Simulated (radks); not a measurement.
Results of a calculation; reference values are marked as such.
Neutral magnesium inside a hard spherical wall (all orbitals vanish at R), configuration held at [Ne] 3s2 and not refilled when levels cross. Level of theory: non-relativistic Kohn-Sham, r2SCAN, spin-unpolarised, spherical densities, point nucleus; meta-GGA in the generalised Kohn-Sham scheme (a radial shooting solver on a logarithmic mesh with Libxc functionals). Eigenvalues in eV, with the zero of energy where the potential of the charges vanishes at infinity; a dash marks a level that is unbound or too diffuse for the functional's potential to be trusted. A positive occupied level is held by the wall or, in an anion where self-interaction has pushed it up, behind a barrier. The pressure on the wall is -dE/dV.

| R (bohr) | E (hartree) | kinetic (hartree) | e(1s) | e(2s) | e(2p) | e(3s) | e(3p, empty) | e(4s, empty) | pressure (GPa) |
|---|---|---|---|---|---|---|---|---|---|
| free | -200.04431 | 199.691 | -1266.4 | -82.713 | -48.171 | -4.811 | -1.173 | - | 0 |
| 20 | -200.04431 | 199.691 | -1266.4 | -82.713 | -48.171 | -4.811 | -1.173 | - | < 0.0001 |
| 12 | -200.04426 | 199.692 | -1266.4 | -82.707 | -48.164 | -4.807 | -1.154 | 1.920 | 0.000860 |
| 10 | -200.04385 | 199.696 | -1266.4 | -82.662 | -48.120 | -4.777 | -1.075 | 2.746 | 0.0124 |
| 8 | -200.03988 | 199.725 | -1266.1 | -82.390 | -47.848 | -4.589 | -0.696 | 5.093 | 0.180 |
| 6 | -200.00535 | 199.899 | -1264.8 | -81.110 | -46.575 | -3.550 | 1.012 | 12.552 | 2.71 |
| 5 | -199.93048 | 200.184 | -1263.0 | -79.481 | -44.956 | -1.849 | 3.506 | 21.962 | 11.5 |
| 4 | -199.70192 | 200.891 | -1259.7 | -76.510 | -42.009 | 2.471 | 9.302 | 42.124 | 56.9 |
| 2.5 | -197.73100 | 206.048 | -1245.3 | -65.325 | -30.721 | 33.207 | 44.361 | 150.48 | 1300 |
| 2 | -194.75995 | 213.630 | -1228.5 | -54.558 | -19.232 | 74.231 | 85.592 | 267.66 | 5640 |
| 1.5 | -185.25046 | 236.534 | -1184.7 | -26.749 | 10.813 | 188.89 | 191.03 | 552.58 | 35900 |
